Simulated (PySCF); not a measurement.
Species: C₃H₇N₃OSi.
InChI=1S/C3H7N3OSi/c1-7-3-2-4-6(8)5-3/h2H,1,8H3

Level: CAM-B3LYP/def2-SVPD in PySCF, non-relativistic, on one gas-phase PBE0-D3(BJ)/def2-SVP geometry that isn't relaxed in the solvent. The solvent is an IEF-PCM continuum (cavity from Bondi-type radii × 1.2), and excitations are vertical TDDFT with non-equilibrium linear response and a frozen core. Only the electrostatic response of the medium enters.

Gas-phase singlets (H = HOMO, L = LUMO):

```tsv
state	E (eV)	λ (nm)	f	leading configuration
S1	5.913	210	0.232	H→L 95%
S2	6.405	194	0.001	H-2→L 95%
S3	6.655	186	0.010	H→L+1 87%
S4	6.959	178	0.016	H→L+2 56%
S5	7.317	169	0.007	H-1→L 70%
```

Task: Give the list for chloroform (ε = 4.711), n² = 2.09.

Result: 
```
state  E (eV)  λ (nm)      f  leading configuration  change by rank (eV)
   S1   5.804     214  0.295                H→L 96%               -0.109
   S2   6.485     191  0.001              H-2→L 94%               +0.080
   S3   6.719     185  0.018              H→L+1 87%               +0.064
   S4   7.063     176  0.014              H→L+2 57%               +0.104
   S5   7.285     170  0.012              H-1→L 72%               -0.032
```

Task: The ground-state energy changes by -0.148 eV from gas to chloroform. By how much does the total energy of gas-phase S1 change?

Result: E(S1) = E(S0) + excitation energy, so it changes by -0.148 − 0.109 = -0.257 eV: it is lowered more than the ground state, which is what a red shift means. This is the vertical state, with the slow part of the continuum still set for S0.

Task: How do the frontier levels move from gas to chloroform?

Result: 
```tsv
orbital	gas (eV)	solvent (eV)	change (eV)
LUMO+2	1.21	1.37	+0.16
LUMO+1	1.15	1.22	+0.07
LUMO	0.76	0.66	-0.10
HOMO	-8.25	-8.30	-0.05
HOMO-1	-9.75	-9.87	-0.12
HOMO-2	-10.04	-10.22	-0.18
HOMO-3	-10.70	-10.81	-0.11
```

The HOMO–LUMO gap goes from 9.01 to 8.96 eV.

Conformer computed: `[CH3:1][O:2][c:3]1[cH:4][n:5][n:6]([SiH3:7])[n:8]1`: C1–O2–C3–C4 180°.
